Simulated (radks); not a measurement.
The aluminium ion Al6+ is in [He] 2s2 2p3. All-electron calculation, non-relativistic Kohn-Sham, PBE, spin-polarised, spherical densities, point nucleus. Program: a radial shooting solver on a logarithmic mesh with Libxc functionals. Open shells are filled with parallel spins first. One electron is removed from 2s, 1s, 2p in turn, with full relaxation. Which removal costs least, and what does each cost?

Answer. 2p 242.48 eV; 2s 258.25 eV; 1s 1751.1 eV. The 2p electron leaves first.
